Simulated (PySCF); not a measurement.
H₃HfO₃, charge +1, multiplicity 1. Atoms are numbered in the order given.

```xyz
7

Hf     0.0000     0.0000    -0.1926
O      1.5350    -0.8862     0.4496
H      2.2138    -1.2782     1.0258
O      0.0000     1.7725     0.4496
H      0.0000     2.5563     1.0258
O     -1.5350    -0.8862     0.4496
H     -2.2138    -1.2782     1.0258
```
Charge +1, spin multiplicity 1.

Geometry optimised at PBE-D3(BJ)/def2-SVP. The spin state was assumed, not searched. The isomer is the one that the SMILES or the coordinates give; other isomers of the formula were not compared. The def2 effective core potentials stand for the cores of Hf; spin–orbit coupling is left out. The values are those of a single conformer.

Level of theory: M06-2X/def2-TZVPD (PySCF).

Symmetry labels are those of the subgroup Cs that the program uses (full group C3v).

Computed valence orbital energies around the gap with their symmetry:
```csv
orbital,symmetry,energy (eV)
HOMO−7,A",-20.93
HOMO−6,A',-20.93
HOMO−5,A',-17.17
HOMO−4,A",-17.17
HOMO−3,A',-16.60
HOMO−2,A",-16.47
HOMO−1,A',-16.47
HOMO,A",-15.93
LUMO,A',-7.28
LUMO+1,A',-5.04
LUMO+2,A",-5.04
LUMO+3,A',-4.11
```
